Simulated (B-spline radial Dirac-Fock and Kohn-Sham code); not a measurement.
## Two-hole binding energies of Gd⁺

System: the Gd⁺ ion, configuration [Xe] 4f7 5d1 6s1, inside a Watson sphere of charge -1 and radius 1.8 Å (a model of the Madelung potential; inside it an electron's potential energy is raised by 8.0 eV).

Method: Dirac-Fock (average of configuration) total-energy differences with a finite nucleus, the Breit interaction including its frequency dependence, and self-energy and vacuum-polarisation corrections. Computed with an atomic code on a B-spline grid. U is the two-hole binding energy less the two single-hole energies, the effective repulsion of the holes after relaxation. Each two-hole energy is an average over J within one jj subconfiguration.

```tsv
holes	E(a) (eV)	E(b) (eV)	E(ab) (eV)	U (eV)
1s⁻¹ 2p1/2⁻¹	50248.0	7942.2	58513.1	322.8
1s⁻¹ 3p1/2⁻¹	50248.0	1703.6	?	?
1s⁻¹ 3p3/2⁻¹	50248.0	1560.2	51892.2	83.9
1s⁻¹ 3d3/2⁻¹	50248.0	1228.9	51556.8	79.8
1s⁻¹ 3d5/2⁻¹	50248.0	1198.5	51523.8	77.3
2s⁻¹ 3p3/2⁻¹	8392.9	1560.2	10022.3	69.2
2s⁻¹ 3d5/2⁻¹	8392.9	1198.5	9667.3	76.0
2p3/2⁻¹ 3d5/2⁻¹	7254.5	1198.5	8528.3	75.3
3d3/2⁻²	1228.9	1228.9	2516.3	58.5
3d3/2⁻¹ 3d5/2⁻¹	1228.9	1198.5	2486.4	59.1
4d3/2⁻²	163.5	163.5	348.1	21.1
4d3/2⁻¹ 4d5/2⁻¹	163.5	157.8	342.8	21.5
5p1/2⁻²	34.37	34.37	81.62	12.9
5p3/2⁻²	29.98	29.98	71.75	11.8
```

**Question.** Give the missing two-hole energy and U.

**Answer.** E(ab) = 52045.5 eV and U = 93.8 eV.
